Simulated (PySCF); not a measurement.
**Removing an electron from (F)2Al-NH-SiH3**

Species: (F)2Al-NH-SiH3.
Structure used (PBE0-D3(BJ)/def2-SVP), in Å, numbered top down from 1:
```
atom  x, y, z in Å
Al1   -1.376   -0.833   -0.675
F2    -2.274    0.455   -1.187
F3    -1.965   -2.357   -0.929
N4     0.178   -0.616    0.129
Si5    1.047    0.856    0.482
H6     0.650   -1.474    0.410
H7     2.353    0.927   -0.246
H8     1.341    0.986    1.944
H9     0.178    1.987    0.047
```

Level: CAM-B3LYP/def2-SVPD (PySCF). Frontier orbitals with their largest atomic shares (Löwdin; up to four atoms above 4 %):

```tsv
orbital	ε (eV)	main atoms
HOMO−3	-12.47	N4 41 %, Si5 20 %, F3 12 %, Al1 8 %
HOMO−2	-11.86	Si5 35 %, N4 21 %, H7 18 %, H8 17 %
HOMO−1	-11.14	Si5 38 %, H9 30 %, H8 11 %, N4 8 %
HOMO	-9.58	?
LUMO	-0.46	Al1 66 %, N4 7 %, F3 6 %, Si5 6 %
LUMO+1	1.16	Al1 53 %, F2 14 %, F3 14 %, N4 13 %
LUMO+2	1.28	Si5 48 %, Al1 10 %, H8 10 %, H7 9 %
```

Q: What vertical ionisation energy does ΔSCF give, and how far is −ε(HOMO) from it?

A: ΔSCF: 10.46 eV (1010 kJ/mol; threshold wavelength 118 nm); ⟨S²⟩ of the doublet left behind is 0.760, against 0.75 for a pure doublet. −ε(HOMO) is 9.58 eV, 0.88 eV below it. In exact Kohn–Sham theory the two would be equal; CAM-B3LYP (range-separated hybrid) falls short of its own ΔSCF value by 8 %. Holes in the HOMO−1 and HOMO−2 were tried too where these lie within 1.2 eV of the HOMO; the lowest converged state counts.

Q: On which atoms does the HOMO lie?

A: N4 (nitrogen bonded to Al, Si and H) 54 %, Si5 (silicon bonded to N and 3 H) 17 %, H7 (hydrogen on silicon) 9 %, H8 (hydrogen on silicon) 8 %. The HOMO−1 lies 1.56 eV lower.

Q: And the vertical electron affinity, the fundamental gap, Mulliken's electronegativity and the hardness (with the factor ½)?

A: EA = -0.17 eV by ΔSCF (−ε(LUMO) = 0.46 eV); a negative value means that the added electron isn't bound at this geometry and level, and the number then depends on the basis. IE − EA = 10.63 eV against an orbital gap of 9.12 eV; (IE + EA)/2 = 5.15 eV; (IE − EA)/2 = 5.32 eV. Parr's electrophilicity index (IE + EA)²/[8(IE − EA)] is 1.25 eV.

Q: What kinetic energy would electrons from this vertical process carry with Lyman-α light (10.199 eV)?

A: The photon is 0.26 eV short of the vertical value.

Q: How many of the 15 lowest singlet excitations (vertical TDDFT, same level) lie below the ionisation energy?

A: All 15; they run from 5.90 to 9.40 eV.

Isolated species at its PBE0-D3(BJ)/def2-SVP geometry, gas phase.
